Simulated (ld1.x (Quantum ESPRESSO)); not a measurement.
An all-electron radial function and its pseudo partner (H)

Columns: radius, all-electron u(r) and pseudo u(r) of the 1s shell (level -6.49 eV) of hydrogen in the configuration 1s1; PBE, scalar-relativistic, PAW scheme, ld1.x (Quantum ESPRESSO) 7.5.

```
r (bohr)  all-electron  pseudo
   0.075        0.1335  0.0882
   0.150        0.2473  0.1747
   0.225        0.3436  0.2578
   0.300        0.4244  0.3361
   0.375        0.4916  0.4082
   0.450        0.5468  0.4731
   0.525        0.5914  0.5300
   0.600        0.6269  0.5785
   0.675        0.6543  0.6184
   0.750        0.6747  0.6498
   0.825        0.6891  0.6731
   0.900        0.6982  0.6890
   0.975        0.7028  0.6983
   1.050        0.7035  0.7019
   1.125        0.7009  0.7007
   1.200        0.6954  0.6957
   1.275        0.6875  0.6878
   1.350        0.6775  0.6777
   1.425        0.6659  0.6659
   1.500        0.6528  0.6528
   1.575        0.6386  0.6386
   1.650        0.6235  0.6235
   1.725        0.6076  0.6076
   1.800        0.5913  0.5913
   1.875        0.5745  0.5745
   1.950        0.5574  0.5574
```

(1) How many radial nodes do the two functions have?

(2) Where does each function peak?

(3) Is the pseudo-wave norm-conserving?

## Answers

(1) The all-electron 1s function has n − l − 1 = 0; the pseudo-wave has 0.

(2) Outermost all-electron maximum near 1.05 bohr, pseudo maximum near 1.05 bohr (to the table’s step).

(3) No, it belongs to a PAW set: the norm inside the radius is not constrained, and the difference is carried by the augmentation charge.
